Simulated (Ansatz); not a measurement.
`[ZnH][SiH]1[SiH2][Te]1`, relaxed with RKS PBE0-D4/def2-TZVP in Ansatz from a GFN2-xTB geometry. The force threshold is 0.005 eV/Å; the program also tests the step.

Total charge 0; spin multiplicity 1. Te takes the def2 core potential.

Start:

```xyz
8

Zn   -2.039    0.219   -1.474
Si   -0.363    0.790    0.047
Si    1.085   -0.657    1.062
Te    1.954    0.280   -1.083
H    -3.015   -0.386   -2.517
H    -0.206    2.129    0.625
H     1.790   -0.290    2.277
H     0.794   -2.085    1.063
```

(1) By how much does the energy fall, and how many steps does the optimiser take? (An estimate is asked.)

(2) Which bonds change most? (Estimate.)

(3) Give the relaxed structure. (Estimate.)

Answers

(1) The calculation gave: 6.87 kJ/mol, in 6 steps.

(2) The calculation gave: Si2–Te4 from 2.627 to 2.557 Å; Si3–H7 from 1.452 to 1.482 Å; Si3–H8 from 1.457 to 1.483 Å; Si2–H6 from 1.467 to 1.490 Å.

(3) Computed: 
```xyz
8

Zn   -1.971    0.137   -1.451
Si   -0.291    0.861    0.021
Si    1.060   -0.671    1.042
Te    1.946    0.285   -1.074
H    -3.003   -0.404   -2.471
H    -0.263    2.213    0.647
H     1.803   -0.306    2.272
H     0.721   -2.115    1.014
```
